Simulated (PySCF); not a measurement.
**Dipole response of Ir³⁺ (iridium, charge +3)**

[Xe] 4f14 5d6, high-spin 5D determinant. Computed with PySCF 2.14 in def2-TZVPPD with the def2 core potential (60 electrons), with scalar relativity through the core potential. Coupled (time-dependent) response in atomic units; α is the mean over directions.

```json
{"method": "PW91", "mean α (bohr³)": "6.423", "α xx, yy, zz": "6.569, 6.569, 6.133", "C₆ (like pair)": "36.43", "S(−4)": "7.738"}
```

S(−4) is the Cauchy moment in α(ω) = α(0) + S(−4) ω² + …

Spin-orbit coupling is absent.

α(iu) at PW91:

```tsv
u (hartree)	α(iu) (bohr³)
0	6.423
0.0500	6.404
0.100	6.348
0.200	6.139
0.300	5.841
0.500	5.146
0.750	4.320
1.00	3.623
1.50	2.583
2.00	1.891
3.00	1.104
5.00	0.4893
```

For an ion, C₆ is the dispersion term alone; charge-induced terms of lower order in 1/R come first.

The components differ because the open shell of this determinant is not spherical; for a pure term their mean is the scalar polarisability.

Energies and moments cover only the electrons outside the core potential. Spin-orbit coupling, absent here, splits the open shell strongly.
